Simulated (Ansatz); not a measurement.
CH$_{5}$NSSn, SMILES `[NH2][SnH]1[CH2][S]1`, relaxed with RKS PBE-D4/def2-SVP in the Gaussian-basis code of Ansatz from a rough embedded geometry. The force threshold is 0.03 eV/Å; the program also tests the step.

Charge 0, multiplicity 1. Sn: def2 effective core potential.

Start:

```xyz
9

N    -0.684    0.672    1.608
Sn    0.490    0.503    0.007
C     0.380   -1.396   -0.893
S    -0.804   -0.482   -1.860
H    -1.630    1.099    1.325
H    -0.266    1.413    2.295
H     1.158    1.993   -0.697
H     0.022   -2.157   -0.277
H     1.335   -1.644   -1.508
```

Task: How much energy does the relaxation release, and in how many steps? (Estimate.)

Result: The calculation gave: 52.48 kJ/mol, in 25 steps, 5 of them rejected.

Task: Which bonds change most? (Best estimate.)

Result: Ansatz gave: C3–S4 from 1.781 to 1.885 Å; N1–Sn2 from 1.993 to 2.064 Å; Sn2–H7 from 1.778 to 1.713 Å; C3–H8 from 1.042 to 1.105 Å.

Task: Give the relaxed structure. (Estimate.)

Result: The calculation gave: 
```xyz
9

N    -0.474    0.996    1.711
Sn    0.439    0.615   -0.100
C     0.343   -1.351   -0.945
S    -0.851   -0.306   -1.963
H    -1.149    0.244    1.914
H    -1.028    1.863    1.655
H     1.636    1.795   -0.434
H    -0.137   -2.137   -0.334
H     1.222   -1.720   -1.503
```
